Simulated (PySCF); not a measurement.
Gas-phase thermal properties of SiH3I

Method: PySCF energies (xtb for GFN2) plus ideal-gas RRHO corrections (1 bar). Table values come from the NASA 1993 polynomials. All species are closed-shell singlets. I: scalar-relativistic def2 core potential, no spin-orbit coupling. The harmonic model lacks anharmonicity and excited electronic states, which grow with temperature; levels with a mode under 35 cm⁻¹ are left out. The table's entry may be an old estimate for SiH3I (not checked at source).

| level | point group | σ | ZPE (kJ/mol) | S°298 (J/mol/K) | Cp298 (J/mol/K) | S°1000 (J/mol/K) | H1000 − H298 (kJ/mol) |
|---|---|---|---|---|---|---|---|
| table | - | - | - | 271.0 | 54.4 | 358.8 | 53.4 |
| GFN2-xTB | C3v | 3 | 65.3 | 272.2 | 57.4 | 362.1 | 54.3 |
| PBE/def2-SVP | C3v | 3 | 64.1 | 272.2 | 55.6 | 361.1 | 54.0 |
| PBE0/def2-TZVP | C3v | 3 | 66.3 | 271.1 | 54.5 | 358.7 | 53.3 |
σ: rotational symmetry number. Electronic degeneracy used: 1. Frequencies are unscaled.
